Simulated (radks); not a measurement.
Q: All-electron atom: the mercury ion Hg2.75+ in [Xe] 4f14 5d8.25 6s1 (fractional occupations, a model configuration). Calculated with a radial shooting solver on a logarithmic mesh with Libxc functionals: Dirac Kohn-Sham, PBE, spin-unpolarised, spherical densities, point nucleus; open shells are shared between the two j in proportion to 2j + 1. Some entries of the table are withheld. Estimate them.

orbital  occ.  eigenvalue (Ry)  <r^2> (bohr^2)
1s1/2       2        -6106.500       0.0003806
2s1/2       2        -1083.463        0.005736
2p1/2       2        -1039.427        0.004054
2p3/2       4        -896.2452        0.005240
3s1/2       2        -259.0316         0.03723
3p1/2       2        -239.2437         0.03392
3p3/2       4        -207.5272         0.04031
3d3/2       4        -174.8558             (1)
3d5/2       6        -168.0617             (2)
4s1/2       2        -58.94674          0.1799
4p1/2       2              (3)          0.1832
4p3/2       4              (4)          0.2154
4d3/2       4        -28.98018          0.2263
4d5/2       6        -27.55260          0.2376
5s1/2       2        -11.18949          0.9064
4f5/2       6              (5)          0.2766
4f7/2       8              (6)          0.2844
5p1/2       2              (7)           1.052
5p3/2       4              (8)           1.262
5d3/2     3.3         -3.17566           2.096
5d5/2    4.95         -3.01935           2.234
6s1/2       1         -2.41700           5.510

A: 
(1) 3d3/2 <r^2> (bohr^2): 0.03086
(2) 3d5/2 <r^2> (bohr^2): 0.03260
(3) 4p1/2 eigenvalue (Ry): -50.46943
(4) 4p3/2 eigenvalue (Ry): -42.81089
(5) 4f5/2 eigenvalue (Ry): -9.75515
(6) 4f7/2 eigenvalue (Ry): -9.44673
(7) 5p1/2 eigenvalue (Ry): -8.38109
(8) 5p3/2 eigenvalue (Ry): -7.01575
